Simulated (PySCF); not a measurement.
## Boron: a sound run and one with changed settings

Sound run: B⁺ [He] 2s2, B²⁺ [He] 2s1. All numbers are calculated (PySCF 2.14, scalar relativity by spin-free X2C-1e, in aug-cc-pVDZ-DK (4s3p2d, 23 functions)). In the sound run the correlated levels freeze 1s2. The sound run starts from symmetry-adapted Hartree-Fock orbitals and uses a fine grid where one is needed.

Changed run: basis STO-3G, all-electron and non-relativistic. This setting is unsound on purpose.

```json
{"species": "B⁺", "method": "UHF", "sound run (hartree)": "-24.24184", "changed run (hartree)": "-23.94847", "converged": "yes"}
{"species": "B⁺", "method": "M06-2X", "sound run (hartree)": "-24.34923", "changed run (hartree)": "-24.06361", "converged": "yes"}
{"species": "B⁺", "method": "TPSS", "sound run (hartree)": "-24.35022", "changed run (hartree)": "-24.05646", "converged": "yes"}
{"species": "B⁺", "method": "MP2", "sound run (hartree)": "-24.27450", "changed run (hartree)": "-23.97788", "converged": "yes"}
{"species": "B⁺", "method": "CCSD(T)", "sound run (hartree)": "-24.30050", "changed run (hartree)": "-24.00944", "converged": "yes"}
{"species": "B²⁺", "method": "UHF", "sound run (hartree)": "-23.37829", "changed run (hartree)": "-23.09922", "converged": "yes"}
{"species": "B²⁺", "method": "M06-2X", "sound run (hartree)": "-23.43711", "changed run (hartree)": "-23.16204", "converged": "yes"}
{"species": "B²⁺", "method": "TPSS", "sound run (hartree)": "-23.44205", "changed run (hartree)": "-23.16093", "converged": "yes"}
```

Ionisation energy of B⁺:

```tsv
method	sound run (eV)	changed run (eV)
UHF	23.499	23.109
M06-2X	24.820	24.533
TPSS	24.713	24.369
MP2	24.387	23.909
SCS-MP2	24.565	24.070
CCSD	25.095	24.768
CCSD(T)	25.095	24.768
CCSDT	25.095	24.768
FCI	25.095	24.768
```

A minimal basis cannot let orbitals breathe on ionisation and holds almost no correlation. The Hamiltonian changed with the basis, so the totals do not compare.

For comparison, NIST gives 25.155 eV between the lowest levels.
